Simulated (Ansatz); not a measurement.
Geometry optimisation, Ansatz 0.2.0, RKS PBE/def2-SVP.

The input (input.yaml):

```yaml
crystal:
  periodic: [false, false, false]
  atoms:
    - { symbol: Sn, position_ang: [0.0, 0.0, 0.0] }
    - { symbol: H, position_ang: [1.0906, 0.0, 1.6043] }
    - { symbol: O, position_ang: [2.0665, 0.0, 0.6288] }
    - { symbol: H, position_ang: [2.3829, -0.9521, 0.5121] }
    - { symbol: O, position_ang: [-0.9232, 1.5994, -0.6527] }
    - { symbol: H, position_ang: [-1.881, 1.3686, -0.8751] }
    - { symbol: O, position_ang: [-0.9232, -1.5994, -0.6527] }
    - { symbol: H, position_ang: [-1.3778, -2.065, 0.1197] }
basis:
  gaussian: { orbitals: def2-SVP }
hamiltonian:
  xc: pbe
relax:
  f_tol: 0.15
  max_steps: 25
  restrain:
    - { distance: [1, 2], at: 2.21, k: 30.0 }
    - { distance: [0, 1], at: 1.74, k: 30.0 }
    - { distance: [0, 2], at: 1.96, k: 30.0 }
```

Launched with:

```bash
$ ansatz run input.yaml --threads 2 --pin off --max-ram 3072MiB --backend cpu --events-out ev --progress --plain --runs-dir out
```

Question: Where does it end, and by what steps?

Answer: The run converged. The restraints hold the end off the free minimum; the threshold counts their pulls, which the force column leaves out. Restrained pairs: H2–O3 (1.38 → 2.25 Å), Sn1–H2 (1.94 → 1.72 Å), Sn1–O3 (2.16 → 1.97 Å). After 12 steps the energy has fallen by 1.970 eV (the restraints' own energy left out); H4 moved furthest, 1.03 Å.

| step | energy less start (eV) | largest force component (eV/Å) | accepted |
| --- | --- | --- | --- |
| 0 | 0.0000 | 2.599 | yes |
| 1 | -0.4606 | 1.590 | yes |
| 2 | -0.9852 | 1.351 | yes |
| 3 | -1.5302 | 1.171 | yes |
| 4 | -1.5710 | 1.395 | yes |
| 5 | -1.5956 | 1.781 | yes |
| 6 | -1.6869 | 1.156 | yes |
| 7 | -1.8017 | 1.336 | yes |
| 8 | -1.8634 | 1.250 | yes |
| 9 | -1.8386 | 3.444 | no |
| 10 | -1.9117 | 1.226 | yes |
| 11 | -1.9472 | 1.174 | yes |
| 12 | -1.9696 | 1.104 | yes |

```xyz
8
Properties=species:S:1:pos:R:3
Sn -0.027 -0.020 0.471
H 0.432 0.073 2.128
O 1.917 -0.332 0.481
H 2.379 -0.428 -0.374
O -0.624 1.548 -0.612
H -1.347 1.224 -1.187
O -1.182 -1.439 -0.361
H -1.113 -2.275 0.139
```

The run took 17 s on 2 threads of Arm Neoverse V2, with other jobs on the host, peak memory 0.12 GiB.
